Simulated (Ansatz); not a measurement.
The cluster In2P. Charge 0, multiplicity 2. Geometry r2SCAN-D4/def2-TZVP.

```xyz
3

In    1.128   -1.863   -0.544
In   -1.188    1.873   -0.342
P     0.061   -0.010    0.886
```

In the def2 sets In takes a core potential; there is no spin–orbit coupling. HSE06 is defined as in plane-wave codes, on full-range PBE exchange. The structure comes from a short search, and lower isomers may exist.

(1) Estimate the α-spin orbital energies around the gap (eV) in Ansatz with r2SCAN-D4/def2-TZVP, B97M-V/def2-TZVP, PBE0-D4/def2-SVP, HSE06-D4/def2-TZVP, BHLYP-D4/def2-TZVP.

Results:

(1) 
```
orbital  r2SCAN-D4/def2-TZVP  B97M-V/def2-TZVP  PBE0-D4/def2-SVP  HSE06-D4/def2-TZVP  BHLYP-D4/def2-TZVP
 HOMO−9               -18.79            -19.02            -20.74              -20.29              -23.11
 HOMO−8               -18.77            -19.00            -20.73              -20.27              -23.10
 HOMO−7               -18.74            -18.99            -20.70              -20.25              -23.08
 HOMO−6               -18.73            -18.97            -20.69              -20.23              -23.06
 HOMO−5               -14.10            -14.15            -15.36              -14.92              -17.06
 HOMO−4                -9.11             -8.82             -9.98               -9.52              -10.88
 HOMO−3                -7.87             -7.58             -8.57               -8.18               -9.41
 HOMO−2                -6.01             -5.71             -6.62               -6.24               -7.36
 HOMO−1                -4.97             -4.91             -5.58               -5.22               -6.25
   HOMO                -4.86             -4.73             -5.43               -5.07               -6.07
   LUMO                -2.25             -2.34             -1.72               -2.09               -1.08
 LUMO+1                -2.10             -2.23             -1.58               -1.98               -1.00
 LUMO+2                -1.80             -1.91             -1.30               -1.67               -0.70
 LUMO+3                -1.70             -1.86             -1.16               -1.58               -0.59
 LUMO+4                 0.04             -0.35              0.40               -0.16                0.73
 LUMO+5                 1.14              0.40              1.66                0.63                1.37
 β HOMO                -4.72             -4.55             -5.27               -4.91               -5.93
 β LUMO                -4.04             -4.20             -3.39               -3.75               -2.50
```
